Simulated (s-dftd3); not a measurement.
HAl, singlet, geometry from GFN2-xTB (such geometries of metal compounds can be far from the true shape); s-dftd3 with D3(zero) for tpss.

Input for s-dftd3:
```
$ s-dftd3 mol.xyz --zero tpss --json dftd3.json --noedisp --grad

# file mol.xyz
2

Al    -0.00000000    -0.00000000    -0.11521965
H      0.00000000     0.00000000     1.49785545
```

Output, abridged:

```
-----------------------------------
 s i m p l e   D F T - D 3  v1.4.0
-----------------------------------

Zero (Chai-Head-Gordon) damping: tpss-D3(0)
--------------------
  s6         1.0000
  s8         1.1050
  s9         0.0000
 rs6         1.1660
 rs8         1.0000
 alp        14.0000
--------------------

Dispersion energy:      -2.9459450618096E-06 Eh

Gradient norm:           1.1103123537919E-05 Eh/a0
--------------------------------------------------
     #    Z           dE/dx      dE/dy      dE/dz
--------------------------------------------------
     1   13 Al    0.000E+00  0.000E+00  7.851E-06
     2    1 H     0.000E+00  0.000E+00 -7.851E-06
--------------------------------------------------

Virial:
--------------------------------------------------
      component           x          y          z
--------------------------------------------------
          x       0.000E+00  0.000E+00  0.000E+00
          y       0.000E+00  0.000E+00  0.000E+00
          z       0.000E+00  0.000E+00 -2.393E-05
--------------------------------------------------

[Info] JSON dump of results written to 'dftd3.json'
```
